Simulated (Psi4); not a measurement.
**C2H5FGe (SMILES C[CH2][Ge][F]): methods side by side**

C2H5FGe: 9 atoms, total charge 0, spin state singlet. SMILES: `C[CH2][Ge][F]`. Geometry: optimised at PBE0/def2-TZVP. This is one conformer, not always the lowest.

```xyz
9

C    -0.3854    0.8665   -0.3734
C     0.2333   -0.0807    0.6438
Ge    1.6114   -1.3631   -0.0024
F     1.0851   -1.4010   -1.6886
H    -0.7831    0.3201   -1.2297
H    -1.1990    1.4525    0.0631
H     0.3531    1.5730   -0.7604
H    -0.5353   -0.7421    1.0778
H     0.6580    0.4550    1.5018
```

Quantity: the HOMO–LUMO gap, in eV. The values are calculated.

```csv
level,kind,program,value (eV),CPU time
PBE-D4/def2-TZVPP (density fitting),GGA,Psi4,2.40,82 s
r2SCAN-D4/def2-TZVPP (density fitting),meta-GGA,Psi4,2.73,4 min
B3LYP-D4/def2-TZVPP (density fitting),global hybrid,Psi4,3.89,69 s
PBE0-D4/def2-TZVPP (density fitting),global hybrid,Psi4,4.32,66 s
wB97M-V/def2-TZVPP (density fitting),range-separated hybrid,Psi4,8.45,4.7 min
```

All-electron rows without a relativistic Hamiltonian named are non-relativistic. The values span 2.40 to 8.45 eV. Orbital gaps aren't excitation energies; they tend to grow with the share of exact exchange. Times are those of the runs behind each value, whatever else they computed, on shared processors of several kinds: orders of magnitude only.
